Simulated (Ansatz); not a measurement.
(SnTe)n off: PBE-D4/def2-SVP single points in Ansatz on relaxed structures, gas phase. Each cluster is the lowest isomer that a short search found in that spin, judged at the geometry's level, and lower ones may exist. Core potentials for Sn, Te, no spin–orbit coupling. Binding counts from free atoms in the multiplicity of their measured ground term, without zero-point energy. Singlets are spin-restricted. The structures are stationary points that may keep the symmetry of their start.

(1) Estimate the order by binding per atom (eV), lowest first.
A. Sn4Te3 (singlet)
B. Sn2Te (singlet)
C. Sn2Te3 (singlet)

(1) B (2.33), C (2.69), A (2.95).

In full:

```json
{"species": "Sn2Te", "atoms": "3", "state": "singlet", "geometry": "r2SCAN-D4/def2-SVP", "HOMO (eV)": "-4.46", "LUMO (eV)": "-3.65", "gap (eV)": "0.81", "binding per atom (eV)": "2.33", "point group (within 0.1 Å)": "C2v"}
{"species": "Sn2Te3", "atoms": "5", "state": "singlet", "geometry": "PBE0-D4/def2-SVP", "HOMO (eV)": "-4.87", "LUMO (eV)": "-3.29", "gap (eV)": "1.58", "binding per atom (eV)": "2.69", "point group (within 0.1 Å)": "C2v"}
{"species": "Sn4Te3", "atoms": "7", "state": "singlet", "geometry": "r2SCAN-D4/def2-SVP", "HOMO (eV)": "-4.96", "LUMO (eV)": "-2.91", "gap (eV)": "2.04", "binding per atom (eV)": "2.95", "point group (within 0.1 Å)": "C3v"}
```

The gap (eV) runs from 0.81 (Sn2Te) to 2.04 (Sn4Te3). The binding per atom (eV) runs from 2.33 (Sn2Te) to 2.95 (Sn4Te3).
